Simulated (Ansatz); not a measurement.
`O[SiH2][NH][GeH2][OH]` at its PBE0-D4/def2-TZVP geometry, where that method's forces vanish. The species carries charge 0 and has multiplicity 1.

```xyz
12

O    -0.9520   -0.4784   -1.6216
Si   -0.3761   -1.5795   -0.5537
N     0.4416   -0.7341    0.7134
Ge    0.2355    1.0416    1.0355
O     0.4794    1.8116   -0.5735
H    -0.4245    0.3298   -1.6892
H    -1.5673   -2.3322   -0.0892
H     0.6045   -2.5404   -1.1318
H     1.3163   -1.1182    1.0367
H     1.3245    1.5112    2.0129
H    -1.1875    1.3950    1.4974
H     0.1055    2.6936   -0.6368
```

(1) What forces (eV/Å) does PBE-D4/def2-TZVPP give on these atoms in the Gaussian-basis code of Ansatz? (Estimate.)

Answers

(1) The calculation gave: 
```
O1  -0.467 -0.057 -0.324
Si2  0.027 -0.295  0.055
N3  -0.040 -0.123  0.090
Ge4 -0.104  0.118  0.416
O5   0.293 -0.208 -0.496
H6   0.243  0.390 -0.021
H7  -0.145 -0.082  0.043
H8   0.123 -0.124 -0.045
H9   0.306 -0.120  0.121
H10  0.133  0.038  0.123
H11 -0.172  0.030  0.061
H12 -0.196  0.434 -0.022
```
